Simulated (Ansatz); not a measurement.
```yaml
crystal:
  periodic: [false, false, false]
  atoms:
    - {symbol: N, position_ang: [1.332442, 2.220800, -1.813046]}
    - {symbol: Si, position_ang: [0.533167, -0.555172, -0.515853]}
    - {symbol: F, position_ang: [2.659946, -2.491516, -1.352015]}
    - {symbol: C, position_ang: [-1.395795, -1.240824, 2.171559]}
    - {symbol: O, position_ang: [-2.409566, -1.432635, -0.522502]}
    - {symbol: H, position_ang: [0.178910, 3.728070, -1.824982]}
    - {symbol: H, position_ang: [3.056297, 2.562877, -2.530336]}
    - {symbol: H, position_ang: [-1.387021, -3.072093, 3.106507]}
    - {symbol: H, position_ang: [-2.400949, 0.193186, 3.248352]}
basis:
  gaussian: {orbitals: 6-31G, nuclear_model: gaussian, point_charges: [{charge: 0.50, position_ang: [6.172, -0.034, -0.889]}]}
magnetization: {spin_polarized: true, initial_magnetization: 0}
hamiltonian: {xc: {name: PBE-QIDH}}
accuracy: high
output: {forces: true}
```

```sh
$ ansatz run in.yaml --threads 2 --pin off --events-out ev --progress --plain --max-ram 4352MiB
```

Output, abridged:

```
Functional definition: PBE-QIDH
1236 factors; integrals over basis functions are off by at most 1.7e-8 eV
mean field evaluation 1: about -15128.5968 eV, gradient 7.1e1 eV
mean field evaluation 2: about -15128.6146 eV, gradient 7.1e1 eV
mean field evaluation 4: about -15053.9391 eV, gradient 1.2e2 eV
mean field evaluation 8: about -15157.0912 eV, gradient 4.2e1 eV
mean field evaluation 16: about -15170.8394 eV, gradient 8.3e-1 eV
mean field evaluation 32: about -15179.0447 eV, gradient 1.7e-1 eV
mean field evaluation 64: about -15180.4696 eV, gradient 3.1e0 eV
mean field evaluation 160: about -15181.2109 eV, gradient 4.6e-2 eV
mean field -15181.21150047 eV, -557.8992324475 hartree, gradient 3.7e-8 eV, S^2 5.898321; 8 other end points of the search recorded, 0 dependent functions left out
9 core orbitals not correlated: weight in the atoms' cores, before any rotation towards them, 1.000 or more for the frozen orbitals, at most 0.000 for the correlated occupied ones
reference -15181.21150210 eV, -557.8992325076 hartree; 15, 15 occupied and 33, 33 virtual orbitals, 1236 factors
second order -7.70729007 eV of doubles, -0.00000000 eV of singles
Total energy: -15183.78059879 eV, -557.9936450695 hartree
Atom 0 at     1.332442     2.220800    -1.813046 Å, force     0.199418     0.861338    -0.326591 eV/Å
Atom 1 at     0.533167    -0.555172    -0.515853 Å, force     0.606727    -0.911233    -0.316308 eV/Å
Atom 2 at     2.659946    -2.491516    -1.352015 Å, force    -0.927963     0.979469     0.410577 eV/Å
Atom 3 at    -1.395795    -1.240824     2.171559 Å, force    -0.650931     0.215180     0.875235 eV/Å
Atom 4 at    -2.409566    -1.432635    -0.522502 Å, force     0.375058     0.100099     0.128486 eV/Å
Atom 5 at     0.178910     3.728070    -1.824982 Å, force     0.786765    -0.902086    -0.020207 eV/Å
Atom 6 at     3.056297     2.562877    -2.530336 Å, force    -1.035719    -0.113443     0.406494 eV/Å
Atom 7 at    -1.387021    -3.072093     3.106507 Å, force     0.012460     0.850919    -0.440755 eV/Å
Atom 8 at    -2.400949     0.193186     3.248352 Å, force     0.680499    -1.013872    -0.707295 eV/Å
Dipole moment:    -0.614778     0.603566     0.403156 e Å
```

Question: Something in this input is off. What?

Answer: The coordinates are in bohr but typed as ångström. Self-consistency was reached. The result belongs to that input, not to the molecule as meant.
